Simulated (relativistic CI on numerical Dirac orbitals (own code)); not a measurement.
**What each ingredient does to the levels of Zr20+**

Base calculation: Dirac-Coulomb-Breit CI, separate exchange-only KLI orbitals for each configuration, model QED (radiative potential, 1s self-energy scaled to tabulated hydrogen-like ionisation energies), unscaled Slater integrals.

Configuration list (outside the closed core [Ne]): 3s²3p⁶3d², 3s²3p⁵3d³, 3s3p⁶3d³, 3s²3p⁶3d4s, 3s²3p⁶3d4p, 3s²3p⁶3d4d, 3s²3p⁶3d4f, 3s²3p⁵3d²4s, 3s²3p⁵3d²4p, 3s²3p⁶4s², 3s²3p⁶4s4p, 3s²3p⁵3d²4d, 3s²3p⁶3d5s, 3s3p⁶3d²4s, 3s²3p⁶4p², 3s²3p⁶4s4d, 3s²3p⁶3d5p, 3s3p⁶3d²4p, 3s²3p⁶3d5d, 3s²3p⁶4p4d, 3s²3p⁶3d5f, 3s²3p⁶3d5g, 3s²3p⁶3d6s, 3s²3p⁶3d6p, 3s²3p⁶3d6f, 3p⁶3d⁴, 3p⁵3d⁵, 3p⁶3d³4s, 3p⁵3d⁴4s. Double excitations out of closed p, d and f shells are left out; levels of such configurations are missing from the list, as are those of other unlisted configurations, and high levels can miss mixing partners. These lack a partner that the ground configuration has and come out too high: 3s²3p⁵3d²4p, 3s²3p⁵3d²4d.

Variants: (1) Breit term removed. Shifts of the energy above 3s²3p⁶3d² ³F2, in cm⁻¹, for the lowest level and the first level of each name with at least 55 % of one term (blank where a level changes its place among those of its configuration and J or its character, or is not in the variant):

| Level | Base | Δ(1) |
| --- | --- | --- |
| 3s²3p⁶3d² ³F2 | 0 | 0 |
| 3s²3p⁶3d² ³F3 | 20486 | +1266 |
| 3s²3p⁶3d² ³F4 | 39667 | +2552 |
| 3s²3p⁶3d² ³P0 | 60598 | -78 |
| 3s²3p⁶3d² ¹D2 | 61516 | +1030 |
| 3s²3p⁶3d² ³P1 | 71094 | +549 |
| 3s²3p⁶3d² ³P2 | 93230 | +2265 |
| 3s²3p⁶3d² ¹G4 | 97020 | +2173 |
| 3s²3p⁶3d² ¹S0 | 204828 | +827 |
| 3s²3p⁵3d³ ⁵D°1 | 889345 | +2475 |
| 3s²3p⁵3d³ ⁵D°0 | 894157 | +2510 |
| 3s²3p⁵3d³ ⁵S°2 | 903530 | +3767 |
| 3s²3p⁵3d³ ⁵F°5 | 919171 | +5180 |
| 3s²3p⁵3d³ ⁵G°6 | 941334 | +5960 |
| 3s²3p⁵3d³ ³G°3 | 957611 | +3208 |
| 3s²3p⁵3d³ ³F°2 | 963210 | +3932 |
| 3s²3p⁵3d³ ³P°1 | 984796 | +3285 |
| 3s²3p⁵3d³ ³D°3 | 987237 | +4406 |
| 3s²3p⁵3d³ ³G°5 | 990911 | +4756 |
| 3s²3p⁵3d³ ³H°6 | 995568 | +5209 |
| 3s²3p⁵3d³ ³P°0 | 1004228 | +1909 |
| 3s²3p⁵3d³ ³I°7 | 1012287 | +6545 |

At this charge energies of transitions that change n are usually good to better than 1 %, and those within a shell (Δn = 0) to a few per cent. Terms inside the open d or f shell come out 10 to 20 % too wide with unscaled integrals.

Ionisation energy from the two ground configurations alone: base 863.821 eV; Breit term removed 864.06 eV. The NIST ASD value (theoretical) is 863 eV.

LS names give the leading component of a level, which can be under half, so a name can repeat, a term be missing and a line seem to break the LS rules.
